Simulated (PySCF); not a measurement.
**Working with the constants of GeH⁺**

RHF-CCSD(T) constants of GeH⁺, ¹Σ⁺ (singlet), closed shell (Ge pcseg-1, H pcseg-1; no relativity (PySCF 2.14); masses 73.9212 and 1.0078 u):

| Item | Value |
| --- | --- |
| ωe | 1998.4 cm⁻¹ |
| ωexe | 34.4 cm⁻¹ |
| Be | 6.7885 cm⁻¹ |
| αe | 0.188 cm⁻¹ |
| D (centrifugal) | 0.000313 cm⁻¹ |
| De to Ge⁺ + H | 2.88 eV |

Question: Estimate the standard entropy (1 bar) and heat capacity of the ideal gas at 298.15 K, rigid rotor with B0 and harmonic oscillator at the fundamental.

Answer: Translation (Sackur–Tetrode, M = 74.93 u): 162.7 J/(mol K). Rotation: q = kT/(σB0) = 31.0 with σ = 1, 36.9. Vibration: x = hcν0/kT = 9.31, 0.01. S° = 199.6 J/(mol K); Cp = 7R/2 + 0.07 = 29.2 J/(mol K).

Correlated steps freeze 9 core orbitals. Correlated levels converge slowly with the basis: in double zeta they bind strong bonds too weakly, by up to about 1 eV, and carry superposition errors of some tenths. For an ion De counts to the pair picked by the measured ionisation energies or electron affinities, which need not be the lowest pair at this level. Where the molecule has an RHF reference, its open-shell atoms are computed with UHF.
